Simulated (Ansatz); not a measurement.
Name a neutral molecule of B, F, O, Si and H with LUMO energy (PBE0/def2-TZVPP) between -0.90 and -0.60 eV and HOMO–LUMO gap (B3LYP/def2-TZVPP) between 8.80 and 9.10 eV (Ansatz, PBE0-D4/def2-TZVP geometry).

`F[B-](F)(F)[OH+][SiH3]` (-0.89 eV, 8.81 eV). Other molecules can fit too; these were computed, each in one conformer that needn't be the lowest.

B3LYP here is the variant with VWN-RPA as its local correlation; programs differ in this.
